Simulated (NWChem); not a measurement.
# SiH$_{2}$O, singlet; SMILES [SiH]O

```xyz
4

Si     0.1012    -0.6435     0.0000
H     -1.4581    -0.8532     0.0000
O      0.1011     1.0466     0.0000
H     -0.7680     1.4896     0.0000
```
Atoms are numbered in this order, from 1.

Low-valent species are run as closed-shell singlets; no triplet was tried in these runs. Geometry: optimised at PBE-D3(BJ)/def2-SVP.

Symmetry labels are those of Cs in the frame above (b1 and b2, or b-type labels, depend on it).

Question: List the 4 lowest vertical singlet excitations from PBE/6-31G* (spherical d), TDA (NWChem).

Answer: 
| state | energy (eV) | oscillator strength | symmetry | leading excitation (squared amplitude) |
|---|---|---|---|---|
| S1 | 3.39 | 0.041 | a" | HOMO → LUMO (0.96) |
| S2 | 5.55 | 0.035 | a" | HOMO−1 → LUMO (0.96) |
| S3 | 5.57 | 0.067 | a' | HOMO → LUMO+1 (0.93) |
| S4 | 6.95 | 0.053 | a' | HOMO−2 → LUMO (0.78) |
